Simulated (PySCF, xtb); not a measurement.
C₃H₆F₂Si, SMILES [C@@H]1([C@@H](C1[SiH3])F)F.

Harmonic wavenumbers (cm⁻¹) from GFN2-xTB (xtb) at its own minimum, in rising order: 58, 128, 188, 273, 302, 421, 465, 539, 580, 738, 760, 775, 787, 895, 912, 970, 1010, 1063, 1091, 1127, 1183, 1237, 1259, 1415, 2279, 2292, 2305, 3049, 3053, 3066.

What does B3LYP-D3(BJ)/def2-SVP run with PySCF 2.14.0 give at its own minimum? (The exact figures need the calculation; the answer reports its results.)

109, 137, 192, 284, 309, 437, 483, 593, 671, 758, 909, 921, 942, 955, 957, 991, 1039, 1084, 1108, 1176, 1204, 1259, 1325, 1473, 2229, 2234, 2240, 3144, 3156, 3168. Paired by order, the mean absolute difference is 54 cm⁻¹ and the zero-point energies are 48.9 and 50.7 kcal/mol.
